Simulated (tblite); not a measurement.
C₇H₁₃NP (charge -1).
SMILES with atom numbers: `[CH3:1][C:2]#[C:3][P-:4][N:5]([CH2:6][CH3:7])[CH2:8][CH3:9]` (hydrogens: H10, H11, H12 on C1; H13, H14 on C6; H15, H16, H17 on C7; H18, H19 on C8; H20, H21, H22 on C9)

Structure optimised with GFN2-xTB, isolated species.

What internal coordinates does the optimisation give?

```json
{"bond": "C1–C2", "length (Å)": "1.457", "order": "single"}
{"bond": "C2≡C3", "length (Å)": "1.213", "order": "triple"}
{"bond": "C3–P4", "length (Å)": "1.741", "order": "single"}
{"bond": "P4–N5", "length (Å)": "1.784", "order": "single"}
{"bond": "N5–C6, N5–C8", "length (Å)": "1.442", "order": "single"}
{"bond": "C6–C7", "length (Å)": "1.535", "order": "single"}
{"bond": "C8–C9", "length (Å)": "1.522", "order": "single"}
{"bond": "C1–H10, C1–H11, C1–H12", "length (Å)": "1.096", "order": "single"}
{"bond": "C6–H13, C8–H18", "length (Å)": "1.106", "order": "single"}
{"bond": "C6–H14, C8–H19", "length (Å)": "1.098", "order": "single"}
{"bond": "C7–H15 and 5 like bonds", "length (Å)": "1.089", "order": "single"}
```

Bonds in one row agree within 0.01 Å and their mean is given. Orders are formal, as drawn. A selection of angles:
```json
{"angle": "C1–C2–C3", "degrees": "177.9"}
{"angle": "C2–C3–P4", "degrees": "172.8"}
{"angle": "C3–P4–N5", "degrees": "96.8"}
{"angle": "P4–N5–C6", "degrees": "114.6"}
{"angle": "C6–N5–C8", "degrees": "114.0"}
{"angle": "N5–C6–C7", "degrees": "115.8"}
{"angle": "N5–C8–C9", "degrees": "110.1"}
```

Dihedral angles: C3–P4–N5–C6 -113° (anticlinal); P4–N5–C6–C7 -73° (synclinal); P4–N5–C8–C9 -63° (synclinal). The mirror-image conformer, all signs reversed, is as good.

Of the pairs four or more bonds apart, P4···H22 is among the closest relative to their van der Waals radii: 2.69 Å, 90 % of the sum of Bondi's values. N5 (nitrogen bonded to 2 C and P) is pyramidal (angles 116.3°, 114.6° and 114.0°, sum 344.8°, 0.35 Å off the plane of its three neighbours). The 4 C–C bonds span 1.213 Å (C2≡C3, drawn triple) to 1.535 Å (C6–C7, drawn single), a spread of 0.322 Å.

Point group: C1 (no symmetry element, even within 0.4 Å). GFN2-xTB frequencies show an imaginary mode (23i cm⁻¹), so the point is no minimum at that level.

The numbers are calculated, not measured.
